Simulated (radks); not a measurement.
The numbers below are computed, except where a source is named.
Problem. Valence configurations of Co IV (all share [Ar]). Level of theory: non-relativistic Kohn-Sham, TPSS, spin-polarised, spherical densities, point nucleus; open shells are filled with parallel spins first; meta-GGA in the generalised Kohn-Sham scheme (a radial shooting solver on a logarithmic mesh with Libxc functionals). Order these by energy: 3d3 4s1 4p2; 3d5 4s1; 3d4 4p2; 3d5.5 4s0.5; 3d3.5 4s0.5 4p2; 3d3 4p3; 3d2 4p4; 3d6; 3d5 4p1; 3d4 4s1 4p1.

Solution. From the lowest, in eV above it: 3d6 0.000; 3d5.5 4s0.5 5.480; 3d5 4s1 11.670; 3d5 4p1 19.657; 3d4 4s1 4p1 42.598; 3d4 4p2 51.099; 3d3.5 4s0.5 4p2 64.850; 3d3 4s1 4p2 80.047; 3d3 4p3 89.063; 3d2 4p4 138.11. NIST lists [Ar] 3d6 as the ground configuration; this level of theory agrees among the configurations tried. The energies are those of spherical high-spin densities, not of single terms.
